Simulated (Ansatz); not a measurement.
`C[N](C)[InH][F]` + H₂ → `[F][InH2]` + dimethylamine at 600 K and 1 bar (hydrogenolysis of the In–N bond).

Program: Ansatz. Geometries: PBE0-D4/def2-TZVP. ΔE: electronic, gas phase. CBS: MP2 limit from def2 TZ/QZ plus the TZ coupled-cluster correction, frozen cores. This one scheme is used for every species. Elements past krypton have def2 core potentials. For In outer-core shells are correlated without core-valence functions, which leaves a few kJ/mol of doubt a bond. One conformer a species, not always the lowest.

```
          species  CCSD(T)/CBS energy (Eh)  H − E (kJ/mol)  S (J/(mol·K))
`C[N](C)[InH][F]`               -424.64012           301.6          472.2
               H₂                 -1.17544            43.9          150.8
      `[F][InH2]`               -290.81142            65.6          306.8
            `CNC`               -135.00321           284.6          333.5
```

H − E and S are ideal-gas, rigid-rotor, harmonic terms from PBE0-D4/def2-TZVP, for one conformer and one mirror image of each species. For small species the MP2-based limit differs from directly extrapolated CCSD(T) by up to some mEh (0.8 for H₂); such offsets cancel only in part. 1 Eh = 2625.50 kJ/mol, R = 8.31446 J/(mol·K).

**Question.** By hand: ΔE, ΔH, ΔS and ΔG.

**Answer.** ΔE = (-290.81142) + (-135.00321) − (-424.64012) − (-1.17544) = 0.00093 Eh = 2.4 kJ/mol. Δ(H − E) = 65.6 + 284.6 − 301.6 − 43.9 = 4.7, so ΔH = 7.1 kJ/mol. ΔS = 306.8 + 333.5 − 472.2 − 150.8 = 17.3 J/(mol·K). ΔG = 7.1 − 600 × (17.3)/1000 = -3.3 kJ/mol.

**Question.** By hand: the equilibrium constant, and the temperature at which ΔG would vanish if ΔH and ΔS stayed fixed.

**Answer.** log₁₀ K = −ΔG/(RT ln 10) = 0.3. ΔG = 0 at ΔH/ΔS = 410 K, though so small a ΔH makes that figure unsure.

TΔS isn't small against ΔH here. The sign of ΔG lies within the doubt. A doubt of 5 kJ/mol in ΔE shifts log₁₀ K by 0.4 here. Other conformers and mirror images would add mixing entropy, several J/(mol·K) or more a flexible species. These are equilibria of isolated gas molecules and say nothing of rates. Largest T1 diagnostic: 0.016 (customary marks: 0.02 for closed shells, 0.045 for open ones).
